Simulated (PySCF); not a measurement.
Estimate the missing entries of this data sheet.

Species: C5H14Si2.
Bonds: Si1–Si2, Si2–C3, C3–C4, C4–C5, C5–C6, C6–C7, C3–C7. Hydrogens: H8, H9, H10 on Si1; H11, H12 on Si2; H13 on C3; H14, H15 on C4; H16, H17 on C5; H18, H19 on C6; H20, H21 on C7.

| property | level | value |
| --- | --- | --- |
| point group of the GFN2-xTB geometry | GFN2-xTB | ? |
| rotational constants A, B, C of the GFN2-xTB geometry | GFN2-xTB | ? |
| dipole moment | PBE0/pcSseg-1 | ? |
| HOMO energy | PBE0/pcSseg-1 | -8.04 eV |
| LUMO energy | PBE0/pcSseg-1 | ? |
| 13C chemical shifts (computed TMS as zero) by class | GIAO PBE0/pcSseg-1 | 36.0 (C4/C7), 28.3 (C5/C6), 27.9 (C3) ppm |
| 1H chemical shifts (computed TMS as zero) by class | GIAO PBE0/pcSseg-1 | ? |
| isotropic shieldings of nuclei other than C and H, by class | GIAO PBE0/pcSseg-1 | ? |

The electronic properties come from PySCF, for the isolated species, density fitting. One conformer (not necessarily the lowest) at the GFN2-xTB geometry, without solvent or vibrations. NMR classes are plain means over equivalent atoms (diastereotopic ones count apart unless rotation or inversion swaps them), as if these changed places fast; in this geometry the members of some classes differ.

(1) Give the 1H chemical shifts (computed TMS as zero) by class.

(2) Give the rotational constants A, B, C of the GFN2-xTB geometry.

(3) Give the isotropic shieldings of nuclei other than C and H, by class.

(4) Give the dipole moment.

(5) Give the LUMO energy.

(6) What is the point group of the GFN2-xTB geometry?

Answers

(1) 3.82 (H11/H12), 3.40 (H8/H9/H10), 1.89 (H15/H21), 1.85 (H16/H18), 1.69 (H17/H19), 1.15 (H14/H20), 0.75 (H13) ppm.

(2) 3.865, 0.851, 0.742 GHz.

(3) 419 (Si2), 470 (Si1) ppm.

(4) 0.94 D.

(5) 0.10 eV.

(6) C1.

The rotational constants make it an asymmetric top with κ = (2B − A − C)/(A − C) = -0.93, nearer the prolate limit (−1). The dipole matches unit charges of opposite sign 0.19 Å apart (1 e·Å = 4.8032 D). With B = h/(8π²I), that is 505.379 GHz u Å² over I, the principal moments of inertia are 130.7, 593.7 and 680.7 u Å² (most abundant isotopes). A dipole of 0.94 D is allowed in C1, and pure rotational transitions are dipole-allowed.

For the NMR shielding job (PBE0/pcSseg-1), on Arm Neoverse V2, one thread, on a shared host, this took 33 s wall.
